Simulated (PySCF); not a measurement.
Peak assignment

Structure with atom numbers: `[CH2:1]=[CH:2][CH:3]1[SiH2:4][CH2:5][SiH2:6][CH2:7][SiH2:8]1`. Hydrogens are named by the atom that carries them. Ha(Si4), Ha(C5), Ha(Si6), Ha(C7), Ha(Si8) are cis to C2 on the ring; Ha(C1) is cis to C3; Hb(Si4), Hb(C5), Hb(Si6), Hb(C7), Hb(Si8) are trans to C2 on the ring; Hb(C1) is trans to C3.

In vacuum, non-relativistic, one averaged value for each set of equivalent atoms, one computed conformer. Shieldings: GIAO B3LYP/pcSseg-1; geometry from PBE0-D3(BJ)/def2-SVP; PySCF 2.14.0 with density-fitted response routines.

References, each an isolated molecule treated in the same way: 13C and 1H against TMS.

**Question.** Assign these signals to the numbered atoms. 13C{1H} NMR (computed): δ 144.5 (CH), 119.4 (CH2), 21.3 (CH), -10.8 (CH2).

**Answer.** 
```tsv
δ (ppm)	atoms	environment	reason
144.5	C2	alkene CH	an sp2 carbon of a C=C bond
119.4	C1	terminal =CH2 carbon	the olefinic region
21.3	C3	allylic sp3 CH bonded to 2 Si	–
-10.8	C5/C7	sp3 CH2 bonded to 2 Si	an electropositive neighbour leaves it electron-rich and shielded
```

**Question.** Assign these signals to the numbered atoms. 1H NMR (500 MHz, computed): δ 5.90 (m, 1H), 5.19 (m, 1H), 5.08 (m, 1H), 4.57 (m, 1H), 4.33 (m, 2H), 4.29 (m, 2H), 4.23 (m, 1H), 1.28 (m, 1H), 0.09 (m, 2H), -0.28 (m, 2H).

**Answer.** 
| δ (ppm) | atoms | environment | reason |
| --- | --- | --- | --- |
| 5.90 | H(C2) | hydrogen on an alkene CH | a vinylic proton, deshielded by the sp2 carbon and the C=C anisotropy |
| 5.19 | Ha(C1) | hydrogen on a terminal =CH2 carbon | olefinic region |
| 5.08 | Hb(C1) | hydrogen on a terminal =CH2 carbon | – |
| 4.57 | Ha(Si6) | hydrogen on a silicon bonded to 2 C, in a 6-membered ring | – |
| 4.33 | Hb(Si4)/Hb(Si8) | hydrogen on a silicon bonded to 2 C, in a 6-membered ring | – |
| 4.29 | Ha(Si4)/Ha(Si8) | hydrogen on a silicon bonded to 2 C, in a 6-membered ring | – |
| 4.23 | Hb(Si6) | hydrogen on a silicon bonded to 2 C, in a 6-membered ring | – |
| 1.28 | H(C3) | hydrogen on an allylic sp3 CH bonded to 2 Si | – |
| 0.09 | Ha(C5)/Ha(C7) | hydrogen on an sp3 CH2 bonded to 2 Si | an electropositive neighbour shields it, as in TMS itself |
| -0.28 | Hb(C5)/Hb(C7) | hydrogen on an sp3 CH2 bonded to 2 Si | – |

Ha(C1) and Hb(C1); Hb(Si4)/Hb(Si8) and Ha(Si4)/Ha(Si8); Ha(Si4)/Ha(Si8) and Hb(Si6) lie closer than the usual error of such a calculation, so a measured spectrum could show them in the other order.

Shifts are as computed. Against solution values, carbons near 30 ppm lie about +2 ppm off and those near 130 ppm about +6 ppm. Of 1211 compounds with measured shifts, 218 miss one by over three times the rms of a fit or turn the order of signals round; such compounds aren't used in these exercises. No couplings were computed; multiplicities are counted from neighbouring protons, with m where these are inequivalent, close in shift, in a saturated or five-membered ring or joined by F or P, and br s for small geminal =CH2 splittings.
